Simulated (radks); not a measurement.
The numbers below are computed, except where a source is named.
Se+, configuration [Ar] 3d10 4s2 4p3.

Code: a radial shooting solver on a logarithmic mesh with Libxc functionals. Model: Dirac Kohn-Sham, BLYP, spin-unpolarised, spherical densities, finite nucleus; open shells are shared between the two j in proportion to 2j + 1; Fermi nuclear charge, rms radius 4.14 fm.

Energy parts (Ry):
part                        energy
total                  -4860.25272
kinetic                 4976.97997
electron-nucleus      -11709.52206
Hartree                 2048.36882
exchange-correlation    -176.07945

Orbitals (lengths in bohr, moments of r in powers of bohr; <r^-3> diverges for s and p1/2; r(max) is where P^2 peaks; r(90%) holds 90 % of the orbital's charge):
orbital  occ.  eigenvalue (Ry)  <r^-3>  r(90%)      <r>   r(max)  small-component weight
1s1/2       2        -919.7911       -  0.0788  0.04408  0.02879                1.52e-02
2s1/2       2        -118.8638       -   0.303   0.1957   0.1646                2.98e-03
2p1/2       2        -106.7343       -   0.276   0.1685   0.1295                2.97e-03
2p3/2       4        -103.6624    1178   0.281   0.1723   0.1327                2.91e-03
3s1/2       2        -16.43108       -   0.856   0.5741   0.5023                7.06e-04
3p1/2       2        -12.28475       -   0.892   0.5825   0.4944                6.55e-04
3p3/2       4        -11.85225   167.3   0.908   0.5931   0.5031                6.37e-04
3d3/2       4         -4.70279   20.43    1.04   0.6277   0.4505                5.14e-04
3d5/2       6         -4.63689   19.79    1.05   0.6321   0.4533                5.08e-04
4s1/2       2         -1.96650       -    2.59    1.741    1.488                1.03e-04
4p1/2       1         -1.14474       -    3.20    2.100    1.723                7.15e-05
4p3/2       2         -1.11184   12.78    3.26    2.139    1.755                6.92e-05

The highest occupied level is 4p3/2 at -15.127 eV. The density falls to 0.001 e/bohr^3 at r = 3.92 bohr. Summed over all electrons, <r^2> = 31.17 bohr^2, which gives a Langevin (diamagnetic) susceptibility term of -24.7 x 10^-6 cm^3/mol. The electron density at the nucleus is 3.977e+04 e/bohr^3.

Run on one thread of a shared host, so times are rough (Arm Neoverse V2): 0.11 s of CPU time, 0.11 s wall, 16 iterations on 2314 mesh points.
